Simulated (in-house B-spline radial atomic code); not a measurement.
Ga is squeezed into an impenetrable sphere of radius R (the orbitals vanish at R). Caution: exact exchange at fractional occupations of open shells leaves self-interaction of up to several eV. Computed with a B-spline radial code for spherical atoms: non-relativistic PBE0, spin-polarised, spherical fractional occupations, point nucleus.

Energies in eV above the free atom in [Ar] 3d10 4s2 4p1:

```csv
R (bohr),highest level (eV),[Ar] 3d10 4s2 4p1,[Ar] 3d10 4s2 4f1,[Ar] 3d10 4s1 4p2,-dE/dV in [Ar] 3d10 4s2 4p1 (GPa)
9.42,-2.61,0.04496,8.297,4.517,0.0369
6.26,-1.56,0.7702,14.96,5.343,1.68
5.41,-0.436,1.854,19.31,6.628,5.86
3.94,5.54,10.2,37.52,16.14,71.3
3.78,6.91,12.51,41.41,18.71,97.2
3.01,18.9,36.28,74.62,44.54,515
2.48,39.1,85.05,130.7,96.14,2070
2.1,70.2,172.6,220.8,186.9,6740
2,82.9,211.7,259.4,227.1,9520
1.44,245,814,823.5,833.7,94000
```

Question: Does [Ar] 3d10 4s2 4f1 fall below [Ar] 3d10 4s2 4p1 under compression?

Answer: No, it stays above over the whole range.

Question: Does [Ar] 3d10 4s1 4p2 fall below [Ar] 3d10 4s2 4p1 under compression?

Answer: No, it stays above over the whole range.

The highest level is first positive in the row R = 3.94 bohr, pushed up by confinement above the zero of the free ion's potential. Each configuration is held fixed and needn't be the lowest in the sphere.
